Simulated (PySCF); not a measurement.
A small calculation by hand: dipole moment from atomic charges

trifluoro(fluorosilyl)silane (F4H2Si2), SMILES F[SiH2][Si](F)(F)F. Atoms are numbered in the order given.

```xyz
8

Si     0.6037    -1.4920     0.0000
F     -0.7619    -2.3795     0.0000
Si    -0.0167     0.7432     0.0000
F     -0.8821     1.1392     1.2969
F     -0.8821     1.1392    -1.2969
F      1.3042     1.6656     0.0000
H      1.3889    -1.7984     1.2225
H      1.3889    -1.7984    -1.2225
```

The structure is a stationary point at ωB97X-D3(BJ)/def2-SVP. Other conformers were not sampled.

Charges (e) from PBE/def2-TZVP run with PySCF:

```
atom  Mulliken     IAO
----  --------  ------
Si1      0.305   0.728
F2      -0.281  -0.514
Si3      0.770   1.499
F4      -0.256  -0.499
F5      -0.256  -0.499
F6      -0.260  -0.504
H7      -0.011  -0.106
H8      -0.011  -0.106
```

The dipole moment of the full density is 1.89 D.

Problem. What dipole moment does each set of point charges give, and which comes closer to that of the density?

Solution. 
μ = Σ q r, and 1 e Å = 4.8032 D.
Mulliken: Σ q r = (0.467, -0.191, 0.000) e Å, |μ| = 2.42 D.
IAO: Σ q r = (0.735, -0.344, 0.000) e Å, |μ| = 3.90 D.
Mulliken comes closer in size. Point charges leave out the atoms' own dipoles (lone pairs, polarised bonds); fits to the potential absorb them, partitions of the density don't.
